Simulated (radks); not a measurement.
The numbers below are computed, except where a source is named.
Q: Spherical jellium clusters: N electrons in a uniform positive sphere of charge N and radius rs N^(1/3), rs = 2.94 bohr. Level of theory: non-relativistic Kohn-Sham, PBEsol, spin-polarised, spherical densities (a radial shooting solver with Libxc functionals). Levels are named by radial order and angular momentum (1s, 1p, 1d, 2s, ...), and open shells are averaged over m. Each electron was tried in the lowest free levels, single moves between levels near the top were tried too, and the lowest total energy was kept; such a search can miss a lower state. Give the order in which the levels fill up to N = 29, the shell closures and the spin along the way.

A: Shells are first occupied in the order 1s, 1p, 1d, 2s, 1f. Open shells at each N (closed shells left out): 1: 1s(up 1, down 0); 2: none; 3: 1p(up 1, down 0); 4: 1p(up 2, down 0); 5: 1p(up 3, down 0); 6: 1p(up 3, down 1); 7: 1p(up 3, down 2); 8: none; 9: 1d(up 1, down 0); 10: 1d(up 2, down 0); 11: 1d(up 3, down 0); 12: 1d(up 4, down 0); 13: 1d(up 5, down 0); 14: 1d(up 5, down 0) 2s(up 1, down 0); 15: 1d(up 5, down 2); 16: 1d(up 5, down 3); 17: 1d(up 5, down 4); 18: none; 19: 2s(up 1, down 0); 20: none; 21: 1f(up 1, down 0); 22: 1f(up 2, down 0); 23: 1f(up 3, down 0); 24: 1f(up 4, down 0); 25: 1f(up 5, down 0); 26: 1f(up 6, down 0); 27: 1f(up 7, down 0); 28: 1f(up 7, down 1); 29: 1f(up 7, down 2). All shells are closed at N = 2, 8, 18, 20 (there: 1s2 1p6 1d10 2s2). Largest 2S: 7, at N = 27.
